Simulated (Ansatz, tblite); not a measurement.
Forces on the cluster Cu4S4 at its PBE-D4/def2-SVP geometry. The state is a singlet with charge 0.

The xTB rows come from tblite. The restricted singlet is unstable towards broken spin symmetry at other levels; at PBE-D4/def2-TZVP this wasn't settled. No other spin state of charge 0 was run. The geometry of the singlet was relaxed on an unsound state (restricted singlet, unstable towards broken spin symmetry at other levels and untested here). Another isomer (singlet) lies 3.13 eV lower at PBE0-D4/def2-TZVP; other spin states weren't run for this one.

GFN1-xTB (tblite), largest force 0.39 eV/Å:

```xyz
8
positions Å, forces eV/Å
Cu   -1.392   -1.971    0.244    0.132    0.187   -0.027
Cu   -1.760    1.361    0.935    0.160   -0.122   -0.080
Cu    1.758   -1.360   -0.940   -0.158    0.121    0.085
Cu    1.394    1.970   -0.238   -0.134   -0.186    0.021
S     0.318   -2.867   -0.610   -0.044    0.379    0.086
S     2.717    0.519   -1.011   -0.360   -0.064    0.133
S    -2.712   -0.520    1.023    0.357    0.065   -0.139
S    -0.323    2.869    0.598    0.047   -0.381   -0.079
```

GFN2-xTB (tblite), largest force 0.14 eV/Å:

```
Cu -0.079 -0.111 0.012
Cu -0.103 0.079 0.057
Cu 0.103 -0.080 -0.055
Cu 0.078 0.112 -0.014
S -0.008 0.084 0.019
S -0.078 -0.016 0.029
S 0.078 0.016 -0.030
S 0.009 -0.084 -0.017
```

PBE-D4/def2-TZVP (Ansatz), largest force 0.35 eV/Å:

```
Cu 0.010 0.016 -0.004
Cu 0.005 -0.004 0.001
Cu -0.004 0.002 0.003
Cu -0.012 -0.014 0.000
S -0.042 0.342 0.077
S -0.325 -0.056 0.120
S 0.323 0.057 -0.125
S 0.044 -0.342 -0.072
```
